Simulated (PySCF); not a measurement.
Correlation energy of Pb⁵⁵⁺ (lead, charge +55)

Starting occupation: [Ar] 3d9, 3d3/2 with m_j = -3/2, -1/2, +1/2, +3/2, 3d5/2 with m_j = -3/2, -1/2, +1/2, +3/2, +5/2. Calculation: PySCF 2.14, in an even-tempered Gaussian basis (15 s from 16 bohr⁻², ratio 2.8; 13 p from 21 bohr⁻², ratio 2.8; 8 d from 21 bohr⁻², ratio 2.8; 3 f from 75 bohr⁻², ratio 3); X2C-1e with screened-nucleus spin-orbit coupling, Gaussian nucleus. Frozen: [Ne]; 17 electrons correlated; the 78 highest virtual spinors left out.

MP2 pair energies summed by pair of shells (mhartree):

```csv
pair,energy,share (%)
3d3/2-3d5/2,-152.52,24.7
3d5/2-3d5/2,-86.43,14.0
3d5/2-3p3/2,-77.49,12.6
3d3/2-3p3/2,-58.12,9.4
3d3/2-3d3/2,-56.24,9.1
3d5/2-3p1/2,-28.47,4.6
3p1/2-3p3/2,-26.99,4.4
3p3/2-3p3/2,-26.88,4.4
3d5/2-3s1/2,-24.02,3.9
3d3/2-3p1/2,-22.20,3.6
3d3/2-3s1/2,-19.57,3.2
3p3/2-3s1/2,-18.00,2.9
3p1/2-3s1/2,-9.31,1.5
3p1/2-3p1/2,-6.53,1.1
3s1/2-3s1/2,-4.61,0.7
```

Total MP2 correlation energy: -617.39 mhartree.

At this charge the one-electron X2C treatment keeps the bare 1/r₁₂, with no two-electron picture change or Breit term. The effect here is smaller than on the frozen 1s shell.
